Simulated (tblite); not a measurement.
Compound: C6H11O2 (doublet state).
Numbering: `[CH2:1]=[C:2]([CH3:3])[C@H:4]([O:5])[O:6][CH2:7][CH3:8]` (hydrogens: H9, H10 on C1; H11, H12, H13 on C3; H14 on C4; H15, H16 on C7; H17, H18, H19 on C8)
Bond orders are those of one Lewis drawing.

Computed with GFN2-xTB (tblite), gas phase: L-BFGS steps from a force-field or distance-geometry start until the largest atomic force falls under 0.01 eV/Å.

Step 11: E = -720.3373 eV
```
atom  x, y, z in Å  |  force x, y, z in eV/Å
C1     -2.5478    1.2186   -0.1504   -0.038   0.014  -0.031
C2     -1.7016    0.2221   -0.2908    0.056  -0.007  -0.030
C3     -1.9970   -1.2170   -0.0915   -0.001  -0.023  -0.020
C4     -0.2223    0.4856   -0.7827    0.065   0.048   0.002
O5     -0.1387    0.1664   -2.0234    0.001  -0.019   0.017
O6      0.6286   -0.1800    0.1217    0.028   0.048   0.068
C7      1.9649    0.2912    0.0659    0.025  -0.023   0.009
C8      2.8100   -0.5136    1.0389   -0.018  -0.034   0.014
H9     -2.3002    2.2466   -0.3401    0.000   0.028   0.010
H10    -3.5597    1.0178    0.1594   -0.066   0.039   0.035
H11    -3.0374   -1.3241    0.2044   -0.026  -0.072   0.054
H12    -1.3444   -1.6412    0.6677    0.032   0.032   0.025
H13    -1.8280   -1.7652   -1.0149    0.034   0.000  -0.066
H14    -0.1124    1.5941   -0.6182    0.030  -0.002   0.004
H15     1.9925    1.3619    0.3346   -0.057  -0.017  -0.029
H16     2.3432    0.1872   -0.9598    0.003  -0.011  -0.013
H17     2.4123   -0.4180    2.0455   -0.022   0.012   0.007
H18     3.8388   -0.1609    1.0312   -0.054   0.021  -0.053
H19     2.7894   -1.5624    0.7596    0.007  -0.031  -0.004
```

Step 12: E = -720.3387 eV
```
atom  x, y, z in Å  |  force x, y, z in eV/Å
C1     -2.5489    1.2207   -0.1498   -0.022  -0.004  -0.038
C2     -1.7029    0.2232   -0.2890    0.050   0.006  -0.035
C3     -1.9937   -1.2174   -0.0910   -0.005   0.007  -0.027
C4     -0.2208    0.4870   -0.7843    0.007   0.000   0.051
O5     -0.1389    0.1637   -2.0234    0.010  -0.005   0.048
O6      0.6266   -0.1795    0.1253    0.009   0.068   0.011
C7      1.9635    0.2893    0.0662   -0.002  -0.022   0.013
C8      2.8088   -0.5143    1.0389   -0.011  -0.041   0.022
H9     -2.2978    2.2485   -0.3418   -0.020  -0.004   0.020
H10    -3.5628    1.0215    0.1590   -0.022   0.047   0.026
H11    -3.0338   -1.3286    0.2056   -0.019  -0.071   0.047
H12    -1.3393   -1.6417    0.6668    0.029   0.037   0.017
H13    -1.8221   -1.7598   -1.0176    0.026  -0.013  -0.054
H14    -0.1155    1.5947   -0.6174    0.053   0.006  -0.010
H15     1.9898    1.3598    0.3338   -0.038  -0.002  -0.029
H16     2.3386    0.1838   -0.9606    0.010  -0.011  -0.009
H17     2.4130   -0.4183    2.0462   -0.029   0.012   0.005
H18     3.8362   -0.1601    1.0296   -0.026   0.027  -0.050
H19     2.7903   -1.5633    0.7606    0.002  -0.034  -0.006
```

Step 13: E = -720.3399 eV
```
atom  x, y, z in Å  |  force x, y, z in eV/Å
C1     -2.5502    1.2220   -0.1502   -0.005  -0.018  -0.036
C2     -1.7033    0.2242   -0.2883    0.015   0.011  -0.029
C3     -1.9914   -1.2180   -0.0912   -0.004   0.023  -0.026
C4     -0.2192    0.4883   -0.7845   -0.044  -0.028   0.077
O5     -0.1388    0.1616   -2.0225    0.019   0.003   0.063
O6      0.6254   -0.1779    0.1287   -0.015   0.057  -0.023
C7      1.9627    0.2875    0.0665   -0.022  -0.013   0.008
C8      2.8076   -0.5156    1.0392   -0.006  -0.032   0.017
H9     -2.2965    2.2500   -0.3426   -0.034  -0.028   0.024
H10    -3.5656    1.0253    0.1593    0.022   0.046   0.012
H11    -3.0313   -1.3335    0.2075    0.008  -0.062   0.027
H12    -1.3350   -1.6411    0.6665    0.019   0.042  -0.005
H13    -1.8172   -1.7560   -1.0206    0.014  -0.015  -0.024
H14    -0.1167    1.5953   -0.6170    0.065   0.018  -0.018
H15     1.9869    1.3581    0.3326   -0.010   0.009  -0.025
H16     2.3354    0.1811   -0.9612    0.013  -0.014   0.000
H17     2.4128   -0.4182    2.0468   -0.029   0.007   0.001
H18     3.8336   -0.1589    1.0273   -0.002   0.025  -0.040
H19     2.7910   -1.5648    0.7612   -0.004  -0.031  -0.003
```

Step 14: E = -720.3410 eV
```
atom  x, y, z in Å  |  force x, y, z in eV/Å
C1     -2.5514    1.2228   -0.1514    0.007  -0.022  -0.025
C2     -1.7035    0.2252   -0.2882   -0.030   0.008  -0.016
C3     -1.9893   -1.2183   -0.0919    0.001   0.025  -0.020
C4     -0.2184    0.4892   -0.7834   -0.073  -0.030   0.077
O5     -0.1384    0.1597   -2.0206    0.025   0.006   0.060
O6      0.6239   -0.1755    0.1319   -0.034   0.021  -0.025
C7      1.9617    0.2857    0.0668   -0.033  -0.001  -0.001
C8      2.8064   -0.5174    1.0397   -0.003  -0.012   0.002
H9     -2.2959    2.2509   -0.3428   -0.038  -0.035   0.021
H10    -3.5679    1.0297    0.1599    0.051   0.034   0.000
H11    -3.0288   -1.3394    0.2099    0.039  -0.046   0.002
H12    -1.3306   -1.6396    0.6659    0.009   0.046  -0.029
H13    -1.8124   -1.7527   -1.0239   -0.001  -0.012   0.011
H14    -0.1165    1.5961   -0.6170    0.067   0.026  -0.021
H15     1.9840    1.3567    0.3308    0.020   0.016  -0.019
H16     2.3326    0.1783   -0.9618    0.013  -0.017   0.010
H17     2.4120   -0.4180    2.0475   -0.023  -0.002  -0.005
H18     3.8309   -0.1574    1.0242    0.012   0.015  -0.025
H19     2.7916   -1.5668    0.7617   -0.008  -0.019   0.005
```

Q: Estimate the geometry and energy of step 15. (The exact step hangs on the optimiser's Hessian estimate; all steps are aligned on step 14, rigid shifts and turns removed.)

A: E = -720.3422 eV, largest force 0.089 eV/Å
```
atom  x, y, z in Å  |  force x, y, z in eV/Å
C1     -2.5527    1.2236   -0.1530    0.010  -0.014  -0.009
C2     -1.7040    0.2263   -0.2883   -0.062  -0.002  -0.003
C3     -1.9870   -1.2182   -0.0930    0.005   0.013  -0.012
C4     -0.2192    0.4898   -0.7808   -0.071  -0.010   0.052
O5     -0.1375    0.1579   -2.0174    0.022   0.007   0.043
O6      0.6217   -0.1729    0.1350   -0.041  -0.024   0.001
C7      1.9601    0.2837    0.0672   -0.033   0.009  -0.009
C8      2.8050   -0.5193    1.0403   -0.003   0.014  -0.016
H9     -2.2959    2.2513   -0.3428   -0.031  -0.023   0.012
H10    -3.5693    1.0350    0.1605    0.054   0.013  -0.006
H11    -3.0253   -1.3464    0.2123    0.058  -0.026  -0.022
H12    -1.3256   -1.6371    0.6646    0.006   0.045  -0.047
H13    -1.8071   -1.7494   -1.0272   -0.013  -0.012   0.039
H14    -0.1152    1.5973   -0.6176    0.057   0.025  -0.019
H15     1.9813    1.3554    0.3286    0.046   0.017  -0.013
H16     2.3297    0.1749   -0.9621    0.009  -0.020   0.019
H17     2.4108   -0.4179    2.0481   -0.012  -0.011  -0.014
H18     3.8282   -0.1555    1.0206    0.013  -0.001  -0.007
H19     2.7921   -1.5693    0.7624   -0.012  -0.001   0.013
```

The energy changes by -0.0011 eV. The first-order estimate −F·Δx gives -0.0016 eV and the mean of the old and new forces, exact on a quadratic surface, -0.0012 eV. The step makes an angle of 66° with the force vector and moves no atom by more than 0.008 Å.

What follows is the cost of the whole relaxation. The run took 1.7 s wall on an Arm Neoverse N1 with one thread, no GPU, shared host with 64 logical CPUs at a one-minute load of 56.
